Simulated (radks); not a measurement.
The numbers below are computed, except where a source is named.
Neutral sulfur inside a hard spherical wall (all orbitals vanish at R), configuration held at [Ne] 3s2 3p4 and not refilled when levels cross. Level of theory: non-relativistic Kohn-Sham, PBE, spin-polarised, spherical densities, point nucleus; open shells are filled with parallel spins first (a radial shooting solver on a logarithmic mesh with Libxc functionals). Eigenvalues in eV for spin up, with the zero of energy where the potential of the charges vanishes at infinity; a dash marks a level that is unbound or too diffuse for the functional's potential to be trusted. A positive occupied level is held by the wall or, in an anion where self-interaction has pushed it up, behind a barrier. The pressure on the wall is -dE/dV.

R (bohr)  E (hartree)  kinetic (hartree)    e(2s)    e(2p)    e(3s)   e(3p)  e(4s, empty)  e(4p, empty)  pressure (GPa)
free       -397.94603            397.434  -210.37  -156.48  -17.888  -7.702             -             -               0
15         -397.94603            397.434  -210.37  -156.48  -17.888  -7.702             -             -        < 0.0001
12         -397.94603            397.434  -210.37  -156.48  -17.888  -7.701        -0.265         1.028        < 0.0001
10         -397.94600            397.434  -210.36  -156.47  -17.885  -7.698         0.024         1.650         0.00109
5          -397.90149            397.720  -208.69  -154.79  -16.732  -6.462         8.976        14.133            6.29
4          -397.73635            398.553  -205.19  -151.26  -14.408  -3.769        21.086        28.248            49.1
3          -396.83681            402.099  -194.36  -140.28   -6.288   5.775        57.309        66.812             503
